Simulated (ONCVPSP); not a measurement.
## u(r) = r·R(r): atom against pseudo-atom (titanium)

Columns: radius, all-electron u(r) and pseudo u(r) of the 3s shell (level -62.45 eV) of titanium in the configuration [Ne] 3s2 3p6 3d2 4s2; PBEsol, scalar-relativistic, ONCV scheme, ONCVPSP 4.0.1.

```json
{"r (bohr)": "0.105", "all-electron": "-0.1083", "pseudo": "0.1594"}
{"r (bohr)": "0.210", "all-electron": "-0.5779", "pseudo": "0.3202"}
{"r (bohr)": "0.315", "all-electron": "-0.3758", "pseudo": "0.4804"}
{"r (bohr)": "0.420", "all-electron": "0.0901", "pseudo": "0.6347"}
{"r (bohr)": "0.525", "all-electron": "0.5361", "pseudo": "0.7758"}
{"r (bohr)": "0.630", "all-electron": "0.8573", "pseudo": "0.8941"}
{"r (bohr)": "0.735", "all-electron": "1.0399", "pseudo": "0.9790"}
{"r (bohr)": "0.840", "all-electron": "1.1079", "pseudo": "1.0227"}
{"r (bohr)": "0.945", "all-electron": "1.0942", "pseudo": "1.0240"}
{"r (bohr)": "1.050", "all-electron": "1.0289", "pseudo": "0.9866"}
{"r (bohr)": "1.155", "all-electron": "0.9352", "pseudo": "0.9169"}
{"r (bohr)": "1.260", "all-electron": "0.8295", "pseudo": "0.8244"}
{"r (bohr)": "1.365", "all-electron": "0.7225", "pseudo": "0.7217"}
{"r (bohr)": "1.470", "all-electron": "0.6205", "pseudo": "0.6204"}
{"r (bohr)": "1.575", "all-electron": "0.5271", "pseudo": "0.5271"}
{"r (bohr)": "1.680", "all-electron": "0.4439", "pseudo": "0.4439"}
{"r (bohr)": "1.785", "all-electron": "0.3713", "pseudo": "0.3712"}
{"r (bohr)": "1.890", "all-electron": "0.3087", "pseudo": "0.3087"}
{"r (bohr)": "1.995", "all-electron": "0.2556", "pseudo": "0.2556"}
{"r (bohr)": "2.100", "all-electron": "0.2108", "pseudo": "0.2108"}
{"r (bohr)": "2.205", "all-electron": "0.1733", "pseudo": "0.1733"}
{"r (bohr)": "2.310", "all-electron": "0.1421", "pseudo": "0.1421"}
{"r (bohr)": "2.415", "all-electron": "0.1163", "pseudo": "0.1163"}
{"r (bohr)": "2.520", "all-electron": "0.0950", "pseudo": "0.0950"}
{"r (bohr)": "2.625", "all-electron": "0.0775", "pseudo": "0.0775"}
{"r (bohr)": "2.730", "all-electron": "0.0631", "pseudo": "0.0631"}
```

Question: How many radial nodes do the two functions have?

Answer: The all-electron 3s function has n − l − 1 = 2 (the table is too coarse to show those close to the nucleus); the pseudo-wave has 0, since the states of the same l below it are removed with the core.

Question: At about which radius was the pseudo-wave matched?

Answer: 1.60 bohr. The columns agree to 0.0005 from 1.47 bohr on; several derivatives are matched, so the curves merge somewhat inside the radius.

Question: Where does each function peak?

Answer: Outermost all-electron maximum near 0.84 bohr, pseudo maximum near 0.94 bohr (to the table’s step).

Question: Is the pseudo-wave norm-conserving?

Answer: Yes: the ONCV scheme keeps the norm inside the radius equal to the all-electron one, which fixes the energy derivative of the logarithmic derivative at the level.
